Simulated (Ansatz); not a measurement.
Computed with Ansatz on PBE0-D4/def2-TZVP structures; ΔE is electronic, products minus reactants. CCSD(T)/CBS adds triple-zeta CCSD(T) − MP2 to the extrapolated MP2 energy (def2 sets, frozen cores). def2 core potentials past Kr. For Ga, I outer-core shells are correlated without core-valence functions, which leaves a few kJ/mol of doubt a bond. Scalar relativity is left out up to krypton. One conformer a species, not always the lowest.

Reaction (formal exchange of groups at a Ga–C bond): `[BH2][GaH][CH2]CF` + `OI` → `[BH2][GaH][OH]` + `FCCI`

`[BH2][GaH][CH2]CF`:

Cartesian coordinates in Å:
```
B -2.452 -0.287 -0.696
Ga -0.759 0.751 -0.117
C 1.104 0.105 -0.538
C 1.529 -0.333 0.831
F 0.344 -0.491 1.629
H -2.975 -0.116 -1.762
H -2.971 -1.103 0.012
H -0.805 2.164 0.585
H 1.102 -0.715 -1.256
H 1.730 0.912 -0.920
H 2.027 -1.303 0.879
H 2.126 0.416 1.353
```

`OI`:

```xyz
3

O    -0.192    0.577    0.232
I     1.217   -0.699   -0.297
H    -1.025    0.122    0.064
```

`[BH2][GaH][OH]`:

Cartesian coordinates in Å:
```
B 0.375 -1.330 0.010
Ga -0.716 0.441 0.096
O 0.119 2.018 -0.130
H 0.870 -1.817 0.985
H 0.537 -1.925 -1.017
H -2.247 0.662 0.341
H 1.063 1.951 -0.285
```

`FCCI`:

Z-matrix (Å, degrees):
```
C
C 1 1.505
F 1 1.384 2 108.4
H 1 1.093 2 111.4 3 118.9
H 1 1.093 2 111.4 3 -118.9
I 2 2.134 1 109.3 3 -180.0
H 2 1.088 1 111.9 3 -62.1
H 2 1.088 1 111.9 3 62.1
```

```csv
species,SCS-MP2/def2-QZVPP energy (Eh)
`[BH2][GaH][CH2]CF`,-2128.44767
`OI`,-372.95845
`[BH2][GaH][OH]`,-2026.00464
`FCCI`,-475.47267
```

**Question.** Work out ΔE.

**Answer.** ΔE = (-2026.00464) + (-475.47267) − (-2128.44767) − (-372.95845) = -0.07119 Eh = -44.7 kcal/mol. CCSD(T)/CBS gives -42.6 kcal/mol.

Largest T1 diagnostic among the species: 0.015.

In def2-TZVPP, CCSD(T) changes the Hartree–Fock value by +5.3 kcal/mol (the triples alone add +0.7 kcal/mol) and MP2 by +2.4 kcal/mol. From PBE to PBE0 (25 % exact exchange), in def2-TZVPP and without D4, ΔE moves by −2.5 kcal/mol.
